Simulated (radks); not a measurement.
Results of a calculation; reference values are marked as such.
Task: Ionisation of neutral scandium, [Ar] 3d1 4s2, to Sc+, [Ar] 3d1 4s1, under several functionals. Dirac Kohn-Sham, spin-unpolarised, spherical densities, finite nucleus; open shells fill j = l - 1/2 first; a radial shooting solver on a logarithmic mesh with Libxc functionals. Known Delta-SCF values: SOGGA 6.802 eV. What does LDA (Slater exchange, Perdew-Wang correlation) give, and what is its highest occupied eigenvalue?

Result: 7.059 eV by Delta-SCF; the 3d3/2 eigenvalue is -3.439 eV. NIST: 6.561 eV (measured).

Beside tabulated values, note that spin-unpolarised runs miss the spin-polarisation part of the exchange energy of open shells.
